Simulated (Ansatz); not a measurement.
# Energy profile

The step: CH₃ClMg ([CH3][Mg][Cl]) + H₂ → MgHCl ([MgH][Cl]) + CH₄; bonds formed: Mg1–H5, C2–H4; bonds broken: Mg1–C2, H4–H5 (atoms numbered as in the saddle structure below).

| atom | x (Å) | y (Å) | z (Å) |
| --- | --- | --- | --- |
| Mg1 | -1.1305 | -0.2520 | -0.4411 |
| C2 | 0.9473 | -0.0069 | 0.2000 |
| Cl3 | -2.3938 | -1.5124 | -1.6955 |
| H4 | -0.2591 | 0.8355 | 0.5937 |
| H5 | -1.2131 | 1.2329 | 0.6960 |
| H6 | 1.5215 | 0.6633 | 0.8454 |
| H7 | 1.4141 | 0.0586 | -0.7925 |
| H8 | 1.1137 | -1.0191 | 0.5939 |

Electronic energies by CCSD(T) at an estimated basis limit (MP2 extrapolated from triple and quadruple zeta, plus CCSD(T) − MP2 in triple zeta), on PBE0-D4/def2-TZVP structures; CH₅ClMg, singlet; no counterpoise correction. Program: Ansatz 0.2.0. Basis: def2-TZVPP and def2-QZVPP. Cores are frozen in the correlated methods. The outer core shell of Li, Na, Mg and K is correlated. The def2 sets are not built for correlating such inner shells, so the correlated values are less sure here. Extrapolation: Hartree–Fock as exp(−7.88 √X), correlation as X^−2.97.

Problem. Give the profile in kJ/mol, counted from the separated reactants. (An estimate is asked for; the value comes from the calculation.)

Solution. The calculation gives:
```tsv
point	kJ/mol
separated: CH₃ClMg (linked as [CH3][Mg][Cl]; Mg1, C2, Cl3, H6, H7, H8; singlet) + H₂ (H4, H5; singlet)	0.0
start structure	-8.9
saddle	119.0
end structure	-45.7
separated: MgHCl (linked as [MgH][Cl]; Mg1, Cl3, H5; singlet) + CH₄ (C2, H4, H6, H7, H8; singlet)	-31.0
```

T1 diagnostic: at most 0.008. The start structure is not quite a true minimum (one mode of 44i cm⁻¹). The end structure is not quite a true minimum (one mode of 37i cm⁻¹).

For scale, one of the runs: CCSD(T)/def2-TZVPP, 175 basis functions (an equivalent command: `ansatz run in.yaml --threads 2`). The run took 25 s on 2 CPU threads (shared host), with 1.8 GiB of host memory at its peak.
